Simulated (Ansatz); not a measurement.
Relaxation of Cl3H5OSi2 (11 atoms, charge 0, multiplicity 1), to a largest force component of 0.03 eV/Å in at most 50 steps.

Level of theory: RKS PBE/def2-SVP (Ansatz).

```xyz
11
Properties=species:S:1:pos:R:3:forces:R:3
Si -0.198 0.328 -0.029 -0.51 0.75 0.14
O -0.615 0.524 1.574 -0.16 0.18 -0.46
H -0.529 -0.246 2.164 0.03 0.00 -0.05
Cl 1.794 0.692 -0.417 0.02 0.00 0.01
Cl -1.238 1.815 -1.000 0.00 -0.02 0.00
Cl -0.799 -1.471 -0.855 -0.01 0.03 -0.01
Si 1.464 -2.409 1.249 0.69 -1.08 0.20
H 0.458 -3.523 1.170 0.01 0.03 0.03
H 2.159 -2.214 -0.063 -0.05 -0.02 0.05
H 2.488 -2.768 2.304 -0.06 0.04 -0.09
H 0.804 -1.176 1.715 0.04 0.09 0.17
```

Task: Where does it end, and by what steps?

Result: The run converged. The force dipped under the threshold on the way, but the program's further checks kept it going. After 14 steps the energy has fallen by 0.399 eV; Cl4 moved furthest, 0.66 Å.

```json
{"step": "0", "energy less start (eV)": "0.0000", "largest force component (eV/Å)": "1.075", "accepted": "yes"}
{"step": "1", "energy less start (eV)": "-0.2640", "largest force component (eV/Å)": "0.305", "accepted": "yes"}
{"step": "2", "energy less start (eV)": "-0.3607", "largest force component (eV/Å)": "0.203", "accepted": "yes"}
{"step": "3", "energy less start (eV)": "-0.3876", "largest force component (eV/Å)": "0.231", "accepted": "yes"}
{"step": "4", "energy less start (eV)": "-0.3833", "largest force component (eV/Å)": "0.812", "accepted": "no"}
{"step": "5", "energy less start (eV)": "-0.3932", "largest force component (eV/Å)": "0.069", "accepted": "yes"}
{"step": "6", "energy less start (eV)": "-0.3956", "largest force component (eV/Å)": "0.030", "accepted": "yes"}
{"step": "7", "energy less start (eV)": "-0.3971", "largest force component (eV/Å)": "0.139", "accepted": "yes"}
{"step": "8", "energy less start (eV)": "-0.3977", "largest force component (eV/Å)": "0.078", "accepted": "yes"}
{"step": "9", "energy less start (eV)": "-0.3983", "largest force component (eV/Å)": "0.050", "accepted": "yes"}
{"step": "10", "energy less start (eV)": "-0.3985", "largest force component (eV/Å)": "0.029", "accepted": "yes"}
{"step": "11", "energy less start (eV)": "-0.3988", "largest force component (eV/Å)": "0.018", "accepted": "yes"}
{"step": "12", "energy less start (eV)": "-0.3990", "largest force component (eV/Å)": "0.033", "accepted": "yes"}
{"step": "13", "energy less start (eV)": "-0.3992", "largest force component (eV/Å)": "0.027", "accepted": "yes"}
{"step": "14", "energy less start (eV)": "-0.3994", "largest force component (eV/Å)": "0.024", "accepted": "yes"}
```

```xyz
11
Properties=species:S:1:pos:R:3
Si -0.413 0.671 -0.252
O -0.596 0.676 1.388
H -0.102 -0.022 1.864
Cl 1.517 1.138 -0.814
Cl -1.705 2.074 -0.994
Cl -0.861 -1.185 -1.050
Si 1.596 -2.773 1.522
H 0.634 -3.858 1.133
H 2.313 -2.234 0.318
H 2.583 -3.288 2.532
H 0.821 -1.649 2.166
```

Time of the run: 29 s on 4 threads of Arm Neoverse V1 (shared host), peak memory 0.2 GiB.
